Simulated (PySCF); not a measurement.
P: excitation energy

P [Ne] 3s2 3p3 (4S) → P [Ne] 3s1 3p4 (4P), as a difference of total energies. All numbers are calculated (PySCF 2.14, no relativity, point nucleus, in aug-cc-pwCVTZ (8s7p5d3f, 75 functions)). Correlated levels: valence: [Ne] frozen; valence and next inner shell: 1s2 frozen; nothing frozen. The calculations carry no spin-orbit coupling.

```csv
method,excitation energy (eV),error (eV)
UHF,7.896,+0.501
LDA,8.003,+0.608
PBE,7.907,+0.512
PBE0,8.002,+0.607
r2SCAN,7.592,+0.197
B97-3,8.203,+0.808
TPSSh,7.909,+0.514
PBEsol,7.861,+0.466
PW91,7.898,+0.503
MP2 (valence),8.030,+0.635
SCS-MP2 (valence),8.060,+0.665
MP2 (valence and next inner shell),8.136,+0.741
SCS-MP2 (valence and next inner shell),8.137,+0.742
MP2 (all electrons),8.131,+0.736
SCS-MP2 (all electrons),8.134,+0.739
```

Reference: 7.395 eV (measured; NIST levels, between the centres of gravity of the two terms).

Errors of the correlated levels include the incompleteness of this basis and the frozen core.
